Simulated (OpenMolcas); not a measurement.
An OpenMolcas run meant for Ru3+ (ANO-RCC-VTZP, DKH4; inactive shells 1s 2s 2p 3s 3p 3d 4s 4p; intended active space 5 electrons in 5 orbitals (4d)). One step of its input:

```
&CASPT2
Multistate=1 1
Frozen=8 6
IPEA=2.0
Imaginary=0.1
MaxIter=60
WThr=0.0 0.3 0.05
PrWF=0.5
NoMix
```

The run finished. Its levels beside those of a sound run (SS-CASPT2, IPEA 0.25 Eh, imaginary shift 0.1 Eh (closed shells correlated: 4s 4p)), in cm-1 above each run's lowest level:

```tsv
Level	This run	Usual run
4d5 6S 5/2	0.0	0.0
4d5 4G 11/2	23801	24099
4d5 4G 5/2	23801	24099
4d5 4G 9/2	23801	24099
4d5 4G 7/2	23801	24099
```

Which setting is unsound, and how much does it matter here?

The IPEA shift is far above its usual 0.25 hartree. Against the sound run the excited levels shown move by 300 cm-1 on average and by 300 cm-1 at most.

CASPT2 breaks the degeneracy within a term, and the mean is taken; among the terms shown or strongly mixed into the levels shown the widest spread is 490 cm-1 (4d5 4G, this run). Some high roots are left out of the spin-orbit mixing, which shifts the levels that they would mix with. Only configurations of the active space appear.
